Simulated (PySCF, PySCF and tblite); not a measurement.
A run on one conformer of C₇H₁₀, numbered as in [CH:1]#[C:2][CH2:3]/[CH:4]=[CH:5]/[CH2:6][CH3:7], from an ensemble study. The sound level was B3LYP/pcSseg-1 (IEF-PCM, chloroform) on GFN2-xTB geometries.

Input:

```
{"job": {"xc": "B3LYP", "basis": "pcSseg-1", "solvent": "chloroform", "grid": 0, "kind": "nmr", "pop": false}, "charge": 0, "multiplicity": 1}
C      2.193877     2.978446    -0.113424
C      2.175536     1.789709     0.020682
C      2.116213     0.346526     0.163916
C      0.796147    -0.173453    -0.329032
C     -0.072095    -0.830709     0.419432
C     -1.396483    -1.336057    -0.057173
C     -2.540685    -0.680596     0.715857
H      2.225538     4.021374    -0.220537
H      2.930761    -0.094027    -0.422404
H      2.261733     0.082330     1.215032
H      0.577783     0.034869    -1.368557
H      0.147788    -1.025566     1.462254
H     -1.509177    -1.132642    -1.123715
H     -1.442846    -2.419389     0.089096
H     -3.500084    -1.063891     0.376087
H     -2.445852    -0.881745     1.780784
H     -2.525153     0.396851     0.567814
```

Command: OMP_NUM_THREADS=1 python ens_run.py task.json out

Output:

```
final grid: 13808 points
cycle   1  E = -272.5300432931  dE =  7.285e-01  |g| = 4.989e-01  |ddm| = 3.737e+00
cycle   2  E = -272.5280224121  dE =  2.021e-03  |g| = 5.098e-01  |ddm| = 1.020e+00
cycle   3  E = -272.5964972983  dE = -6.847e-02  |g| = 7.549e-02  |ddm| = 4.941e-01
cycle   4  E = -272.5974133521  dE = -9.161e-04  |g| = 4.659e-02  |ddm| = 8.653e-02
cycle   5  E = -272.5979300376  dE = -5.167e-04  |g| = 1.180e-02  |ddm| = 3.689e-02
cycle   6  E = -272.5979602670  dE = -3.023e-05  |g| = 3.837e-03  |ddm| = 1.090e-02
cycle   7  E = -272.5979635978  dE = -3.331e-06  |g| = 1.232e-03  |ddm| = 3.278e-03
cycle   8  E = -272.5979639618  dE = -3.640e-07  |g| = 1.141e-04  |ddm| = 9.028e-04
cycle   9  E = -272.5979639648  dE = -3.015e-09  |g| = 3.364e-05  |ddm| = 1.600e-04
cycle  10  E = -272.5979639650  dE = -2.344e-10  |g| = 1.514e-05  |ddm| = 4.372e-05
converged SCF energy = -272.5979639650

GIAO shielding tensors (ppm)
atom      isotropic    diamagn.    paramagn.     s11        s22        s33       span
  0 C      109.147     256.369    -147.223     35.552     41.094    250.794    215.242
  1 C       93.713     263.929    -170.216     -9.663     -5.042    295.843    305.506
  2 C      155.994     248.879     -92.886    143.206    154.326    170.449     27.244
  3 C       49.081     258.005    -208.924    -59.073     72.297    134.021    193.094
  4 C       36.875     257.840    -220.965    -75.087     52.529    133.182    208.268
  5 C      148.990     247.639     -98.649    138.253    143.864    164.854     26.600
  6 C      164.524     246.201     -81.677    153.061    159.152    181.361     28.300
  7 H       30.169      34.144      -3.975     25.100     25.167     40.239     15.139
  8 H       28.582      25.840       2.742     23.853     27.806     34.087     10.234
  9 H       28.849      29.053      -0.205     24.827     28.715     33.004      8.177
 10 H       26.067      34.777      -8.710     23.169     25.274     29.758      6.589
 11 H       25.945      34.707      -8.762     22.821     25.301     29.712      6.891
 12 H       29.761      32.370      -2.609     25.990     29.640     33.652      7.662
 13 H       29.535      29.603      -0.068     25.407     28.335     34.862      9.455
 14 H       30.534      27.738       2.796     26.440     27.763     37.400     10.960
 15 H       30.687      29.728       0.959     27.130     28.905     36.026      8.896
 16 H       30.896      31.215      -0.318     27.167     29.747     35.775      8.608
```

Problem. What is wrong with this calculation, and what did it do to the result?

Solution. The setting at fault: integration grid far too coarse. The calculation finished and met its thresholds. Shieldings averaged over the conformers (ppm), as run and sound:
| atoms | as run | sound |
| --- | --- | --- |
| C1 | 107.5 | 107.4 |
| C2 | 94.5 | 94.8 |
| C3 | 156.7 | 156.5 |
| C4 | 50.3 | 51.3 |
| C5 | 37.6 | 38.2 |
| C6 | 149.0 | 149.5 |
| C7 | 164.4 | 165.4 |
| H1 | 30.1 | 30.1 |
| H3 | 28.6 | 28.6 |
| H4 | 26.1 | 26.2 |
| H5 | 25.7 | 25.7 |
| H6 | 29.6 | 29.6 |
| H7 | 30.7 | 30.7 |
